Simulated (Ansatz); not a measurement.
CH3Cl2SV, SMILES `[CH3][V](=[S])([Cl])[Cl]`. The species carries charge 0 and has multiplicity 1. Correlated methods include outer-core shells of V, which these sets cover unevenly. Scalar relativity is left out up to krypton.

Cartesian coordinates in Å:
```
C -0.3969 -0.8034 -0.5901
V 0.3398 0.6810 0.5048
S 1.2569 -0.2727 1.9800
Cl 1.7225 1.7165 -0.7449
Cl -1.3374 1.7942 1.2074
H 0.4186 -1.4306 -0.9526
H -1.0954 -1.3869 0.0112
H -0.9082 -0.2980 -1.4159
```

Question: Give the diagnostics of a CCSD(T)/def2-TZVPP run (frozen core, Ansatz). (Best estimate.)

Answer: Computed: T1 = 0.0407, largest single amplitude 0.152, largest double 0.067, (T) share of the correlation energy 7.0 %, 19 CCSD cycles. The RHF solution is unstable towards an unrestricted one. T1 lies over the customary mark of 0.02 for closed shells; compounds of d metals often pass it without a breakdown.
